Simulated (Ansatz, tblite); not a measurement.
Isomers of Sr$_{3}$S$_{4}$⁻ (doublet), found by a short tight-binding search and relaxed with PBE-D4/def2-SVPD in Ansatz.

In the def2 sets Sr takes a core potential; there is no spin–orbit coupling. The xTB rows come from tblite. Correlated methods freeze 20 core orbitals; core or outer-core shells of Sr are correlated, in sets that lack core-valence functions.

A further structure is left out (at the level of its geometry, an occupied level 0.03 eV above an empty one); at PBE0-D4/def2-TZVPD its energy lies 0.02 eV below the lowest shown.

Other spin states weren't relaxed.

A:

Cartesian coordinates in Å:
```
Sr 1.1245 0.2617 0.4080
Sr -0.9384 2.6737 -1.6783
Sr -1.3329 -2.2339 0.4220
S 1.3255 -2.5517 -0.2184
S 0.0751 -1.3056 2.5985
S -1.7424 0.2393 -0.8552
S 1.4885 2.9165 -0.6766
```

B:

```xyz
7

Sr    0.957    1.170   -0.132
Sr   -1.648   -0.451   -1.694
Sr    0.083   -1.461    1.909
S    -0.312    1.801   -2.638
S     2.104    0.389    2.392
S    -1.809    0.372    0.974
S     0.625   -1.820   -0.811
```

**Question.** Estimate their order by electronic energy at B2PLYP/def2-TZVPD, counted from the lowest.

**Answer.** B (0.0) < A (3.7), in kcal/mol.

**Question.** Do the other levels pick the same lowest one?

**Answer.** All that were run do. Energies above each level's lowest (kcal/mol):

| level | A | B |
| --- | --- | --- |
| GFN1-xTB | 14.7 | 0.0 |
| GFN2-xTB | 17.8 | 0.0 |
| HF/def2-TZVPD | 12.2 | 0.0 |
| PBE-D4/def2-TZVPD | 14.6 | 0.0 |
| r2SCAN-D4/def2-TZVPD | 14.1 | 0.0 |
| PBE0-D4/def2-TZVPD | 10.4 | 0.0 |
| B2PLYP/def2-TZVPD | 3.7 | 0.0 |
| RPA@PBE/def2-TZVPD | 15.6 | 0.0 |
| MP2/def2-TZVPD | 8.7 | 0.0 |
Point groups (tolerance 0.1 Å): A not assigned, B C2v. Lower isomers may exist.
